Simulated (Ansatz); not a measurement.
Reaction (redistribution): `C[O][Mo](=[O])([OH])=[S]` + `[CH3][Bi]([F])[F]` → `[CH3][Mo](=[O])([OH])=[S]` + `C[O][Bi]([F])[F]`

Computed with Ansatz on PBE0-D4/def2-TZVP structures; ΔE is electronic, products minus reactants. CCSD(T)/CBS adds triple-zeta CCSD(T) − MP2 to the extrapolated MP2 energy (def2 sets, frozen cores). DFT in def2-TZVPP. HSE06 is defined as in plane-wave codes. def2 core potentials past Kr. For Bi, Mo outer-core shells are correlated without core-valence functions, which leaves a few kJ/mol of doubt a bond. One conformer a species, not always the lowest.

| level | ΔE (kJ/mol) | difference from CCSD(T)/CBS |
| --- | --- | --- |
| LDA (SPW92) | 54.8 | 14.0 |
| r2SCANh-D4 | 51.2 | 10.4 |
| BHLYP-D4 | 48.2 | 7.4 |
| ωB97M-V | 43.7 | 2.9 |
| PBE | 50.5 | 9.7 |
| revPBE | 50.2 | 9.4 |
| BLYP | 50.4 | 9.6 |
| r2SCAN0 | 50.7 | 9.9 |
| HSE06 | 50.6 | 9.8 |
| RPA@PBE/def2-TZVPP | 45.3 | 4.5 |
| CCSD(T)/def2-SVP | 55.6 | 14.8 |
| HF/def2-TZVPP | 46.9 | 6.1 |
| MP2/def2-TZVPP | 47.8 | 7.0 |
| SCS-MP2/def2-TZVPP | 44.8 | 4.0 |
| CCSD(T)/def2-TZVPP | 45.0 | 4.2 |
| HF/def2-QZVPP | 45.3 | 4.5 |
| CCSD(T)/CBS | 40.8 | 0 |

Q: What do rigid-rotor, harmonic-oscillator terms from PBE0-D4/def2-TZVP frequencies (298.15 K, 1 bar) make of the CCSD(T)/CBS value? (Estimate.)

A: The calculation gave: ΔZPE = -0.8 kJ/mol, ΔH = +39.5 kJ/mol, ΔS = -11 J/(mol·K), ΔG = +42.7 kJ/mol. Modes under 50 cm⁻¹ make the entropy rough.

Largest T1 diagnostic among the species: 0.025, so the coupled-cluster value is less sure than usual.

Leaving LDA and LC-ωPBE aside and taking each functional with its dispersion term where it has one, the values, not all of them listed here, spread over 7.9 kJ/mol, from ωB97M-V to r2SCAN-D4. LDA lies +4.3 kJ/mol from PBE without D4. At CCSD(T), def2-SVP lies +14.8 kJ/mol from the extrapolated value and def2-TZVPP +4.2 kJ/mol.

CCSD(T)/CBS has its own doubt, a few kJ/mol and more with outer-core shells, so smaller differences from it don't rank the levels.
